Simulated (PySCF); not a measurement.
# How strongly Zn binds etchant and ambient atoms

r²SCAN in PySCF with def2-TZVPP on every atom, for the lowest determinant that a PBE0 search found; no spin–orbit coupling. D0 is De less the harmonic zero-point energy.

```tsv
X	state of ZnX	D0(ZnX) (eV)	D0(X₂) (eV)
Cl	doublet (σ ↑)	2.47	2.54
Br	doublet (σ ↑)	2.12	2.28
O	triplet (σ ↑, π ↑)	1.67	5.53
```

Task: Give the energy of Zn + X₂ → ZnX + X at 0 K for each X.

Result: Cl: 2.54 − 2.47 = +0.07 eV; Br: 2.28 − 2.12 = +0.16 eV; O: 5.53 − 1.67 = +3.86 eV (r²SCAN/def2-TZVPP; negative means exothermic).

Task: Does an atom of Cl displace O from ZnO?

Result: ZnO + Cl → ZnCl + O has ΔE = 1.67 − 2.47 = -0.80 eV at r²SCAN/def2-TZVPP, so it is downhill.

Gas-phase diatomics only hint at surface chemistry, where an atom holds several bonds.

Spin–orbit coupling is left out. States were picked by a PBE0 search and need not be the measured ground states.
